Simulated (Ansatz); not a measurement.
Reaction (atomization): `C=C=C(N)[SiH3]` → 3 C• + 7 H• + N• + Si•

Isolated molecules relaxed with PBE0-D4/def2-TZVP in Ansatz; ΔE leaves out vibrations. CCSD(T)/CBS is the MP2 limit (def2-TZVPP, def2-QZVPP) plus CCSD(T) − MP2 in def2-TZVPP, frozen cores. This one scheme is used for every species, atoms too. For atomizations the MP2-based limit and the directly extrapolated one differ by several kJ/mol either way, and by 10 to 25 for some Ge, Se and Sn compounds, so smaller differences from it don't rank the levels. DFT in def2-TZVPP. B3LYP here is the variant with VWN-RPA as its local correlation; programs differ in this. Open shells (•) are unrestricted, without spin–orbit coupling. Spin–orbit coupling would lower the free atoms: a little for C, Si. Each species was taken in one conformer, which may not be the lowest.

Task: What is ΔE at CCSD(T)/CBS? (Best estimate.)

Result: The calculation gave: +1082.3 kcal/mol.

Task: What do these levels give: r2SCAN-D4, B3LYP-D4, BLYP, CCSD/def2-SVP, MP2/def2-QZVPP, SCS-MP2/def2-QZVPP? (An estimate is asked.)

Result: Computed: r2SCAN-D4 1087.1, B3LYP-D4 1090.7, BLYP 1079.0, CCSD/def2-SVP 1011.2, MP2/def2-QZVPP 1084.3, SCS-MP2/def2-QZVPP 1085.9 kcal/mol.

Task: What do rigid-rotor, harmonic-oscillator terms from PBE0-D4/def2-TZVP frequencies (298.15 K, 1 bar) make of the CCSD(T)/CBS value? (Best estimate.)

Result: The calculation gave: ΔZPE = -55.7 kcal/mol, ΔH = +1039.3 kcal/mol, ΔS = 1258 J/(mol·K), ΔG = +949.7 kcal/mol. Open shells count their whole term as degenerate.

Largest T1 diagnostic among the species: 0.013.

Leaving LDA and LC-ωPBE aside and taking each functional with its dispersion term where it has one, the values, not all of them listed here, spread over 57.0 kcal/mol, from BHLYP-D4 to PBE-D4. LDA lies +137.0 kcal/mol from PBE without D4, its usual overbinding. In def2-TZVPP, CCSD(T) changes the Hartree–Fock value by +275.3 kcal/mol (the triples alone add +17.8 kcal/mol) and MP2 by +289.3 kcal/mol; breaking electron pairs costs correlation energy, which Hartree–Fock lacks. From r2SCAN to r2SCAN0 (25 % exact exchange), in def2-TZVPP and without D4, ΔE moves by −17.8 kcal/mol: exact exchange takes away binding that semilocal exchange gives to molecules.
